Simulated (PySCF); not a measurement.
## How methods differ on the electron affinity of Sr

Sr⁻ [Kr] 4d1 5s2 [4d3/2^1, M_J = 3/2] → Sr [Kr] 5s2, as a difference of total energies. All numbers are calculated (PySCF 2.14, the two-component X2C-1e Hamiltonian, in x2c-TZVPall-2c with one added diffuse shell each of s, p, d type (9s10p8d1f, 86 functions)). Correlated levels: [Ar] 3d10 frozen; the 6 highest virtual spinors dropped. "Screened" scales the spin-orbit matrix elements by Boettger's factors to mimic the two-electron term; Breit and QED terms are absent.

```json
{"method": "GHF (spin-free)", "electron affinity (eV)": "-0.914"}
{"method": "GMP2 (spin-free)", "electron affinity (eV)": "-0.869"}
{"method": "GHF (screened spin-orbit)", "electron affinity (eV)": "-0.914"}
{"method": "GMP2 (screened spin-orbit)", "electron affinity (eV)": "-0.869"}
```

The configuration of this anion was assumed by filling the next shell in order. It is not the known or likely ground configuration (Ca⁻, Sr⁻ and Ba⁻, for instance, bind a p electron), so these values are not the electron affinity of the element.

A negative affinity means that the anion lies above the atom at that level of theory.

The determinant of Sr⁻ mixes levels of different J (the jj label is only the starting occupation), so the difference between spin-free and spin-orbit rows is not the physical spin-orbit shift.
